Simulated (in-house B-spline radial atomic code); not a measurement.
Mo⁴⁺: [Kr] 4d2

All numbers are computed (non-relativistic OLYP, spin-polarised, spherical fractional occupations; point nucleus) with an all-electron radial atomic-structure program (B-spline basis), not measured.

Effective charges: Z_r = [3n² - l(l+1)]/(2<r>) from the radius, Z_e = n√(-2ε) from the energy, and Slater's rules. Values are occupation-weighted means over spin.

```tsv
shell	electrons	ε (eV)	<r> (bohr)	Z_r	Z_e	Slater
1s	2	-19373	0.03631	41.31	37.73	41.70
2s	2	-2735.5	0.1587	37.81	28.36	37.85
2p	6	-2523.9	0.136	36.76	27.24	37.85
3s	2	-505.09	0.4403	30.66	18.28	30.75
3p	6	-423.73	0.4351	28.73	16.74	30.75
3d	10	-274.88	0.4132	25.41	13.48	20.85
4s	2	-107.96	1.111	21.59	11.27	14.25
4p	6	-84.185	1.2	19.17	9.95	14.25
4d	2	-47.823	1.494	14.06	7.50	5.65
```

The least bound orbital is 4d up at -47.82 eV, and it is also the most diffuse (<r> = 1.494 bohr).
